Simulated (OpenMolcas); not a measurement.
**W2+: moving or changing the point charges**

W2+ among 8 point charges of -1.2 e arranged as a cube (Oh), 2.01 Å from the ion.
```
   1.1605    1.1605    1.1605  -1.20
   1.1605    1.1605   -1.1605  -1.20
   1.1605   -1.1605    1.1605  -1.20
   1.1605   -1.1605   -1.1605  -1.20
  -1.1605    1.1605    1.1605  -1.20
  -1.1605    1.1605   -1.1605  -1.20
  -1.1605   -1.1605    1.1605  -1.20
  -1.1605   -1.1605   -1.1605  -1.20
```

```
Program             : OpenMolcas
Method              : SS-CASPT2, IPEA 0.25 Eh, imaginary shift 0.1 Eh (closed shells correlated: 4f 5s 5p)
Basis               : ANO-RCC-VDZP [7s6p4d2f1g]
Scalar Hamiltonian  : DKH2, point nucleus
Active space        : 4 electrons in 5 orbitals (5d)
State averaging     : 2S+1 = 5 even, 5 roots; 2S+1 = 3 even, 45 roots; 2S+1 = 1 even, 50 roots
Spin-orbit coupling : state interaction with AMFI integrals over the reference wave functions
```

Runs around this geometry, states (labels of O, the rotations of Oh). Energies in cm-1 above the lowest state or level, χT in cm3 K/mol; under a threefold ground state the first gap can be a small split of the lowest multiplet, not the spin-orbit step.

```
R (Å)  q (e)  Ground state  First state of that spin  First gap with spin-orbit (degeneracies)  χT at 300 K  First state of another spin
 2.01   -0.6           5T2                   5E 6650                               2080 (1, 3)        0.185                     3T1 7690
 2.01   -1.2           1A1                 1T1 12280                               5410 (1, 3)        0.094                     3T1 5840
  2.2   -1.2           5T2                   5E 9700                               2670 (1, 3)        0.158                     1A1 3080
```

The ground state changes within this set.

Roots that are degenerate in the reference are averaged as groups; the widest CASPT2 spread within a group is 420 cm-1 (the 3-fold group of multiplicity 3 near 18600 cm-1 above the lowest state of its run, R = 2.01, q = -1.2). Shifts and gaps below about the spread of the groups concerned are not significant. Free-ion shares, where given, are those of the reference states; single-state CASPT2 does not remix them. Spin-orbit coupling mixes the spin-free states strongly: the lowest level takes only 60 % from its leading state, 5T2 (figures for R = 2.01, q = -0.6; the like holds for R = 2.01, q = -1.2, R = 2.2, q = -1.2). Point charges give a weaker field than real ligands, and real ions of this kind are as a rule low spin; the high spin found here belongs to the model (holds for R = 2.01, q = -0.6; R = 2.2, q = -1.2). This shell can be high or low spin here, a state of another spin lies low, and with metal d orbitals alone active their balance is uncertain, so the ground spin may be wrong, although the usual error favours high spin (holds for R = 2.01, q = -1.2). This shell can be high or low spin here, a state of another spin lies low, and with metal d orbitals alone active their balance is uncertain, so the ground spin may be wrong (holds for R = 2.2, q = -1.2). This is an electrostatic model: the charges have no orbitals. No measured value stands beside these numbers.
